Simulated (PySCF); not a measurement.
A family of related molecules: H2E=E'H2. All species are isolated molecules in the gas phase. One relaxed conformer stands for each flexible species; it need not be the lowest. Strings in code marks are SMILES.

The HOMO from two functionals at the same geometries (CAM-B3LYP-D3(BJ)/def2-TZVP), both in PySCF: PBE-D3(BJ)/def2-TZVP and TPSSh-D3(BJ)/def2-TZVP. 

```
species         TPSSh-D3(BJ)/def2-TZVP (eV)
--------------  ---------------------------
`C=[SiH2]`                            -6.08
`[CH2]=[GeH2]`                        -5.95
`BN`                                  -7.89
`[NH2][AlH2]`                         -6.81
`[NH2][GaH2]`                         -6.64
`C=[NH2+]`                           -17.41
```

Question: What does PBE-D3(BJ)/def2-TZVP give for each?

Answer: 
- `C=[SiH2]`: -5.69
- `[CH2]=[GeH2]`: -5.56
- `BN`: -7.34
- `[NH2][AlH2]`: -6.23
- `[NH2][GaH2]`: -6.09
- `C=[NH2+]`: -16.88
Over these rows, drawn at random from the members with no instability flagged (it was tested for open shells, ions and some series alone), PBE minus TPSSh-D3(BJ): mean +0.50 eV, from +0.39 eV to +0.58 eV.
